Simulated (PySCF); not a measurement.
A structure optimised at r2SCAN-D4/def2-SVP, used in a PySCF frequency run:

```
Si
Si 1 2.3328
H 2 1.4948 1 109.84
H 2 1.4948 3 109.09 1 -120.45
H 2 1.4980 3 108.30 4 -117.68
Si 1 2.3328 2 115.70 3 -170.00
H 6 1.4948 1 109.84 2 170.00
H 6 1.4948 7 109.09 1 120.45
H 6 1.4980 7 108.30 8 117.68
Si 1 2.3328 2 115.70 3 50.01
H 10 1.4948 1 109.84 2 -170.00
H 10 1.4948 11 109.09 1 -120.45
H 10 1.4980 11 108.30 12 -117.68
```
Charge 0, spin multiplicity 2.

Problem. Write its SMILES, formula and point group.

Solution. [SiH3][Si]([SiH3])[SiH3], H9Si4, C3v

Problem. What are its rotational constants (standard atomic weights)?

Solution. 1.8502, 1.8502, 0.97529 GHz
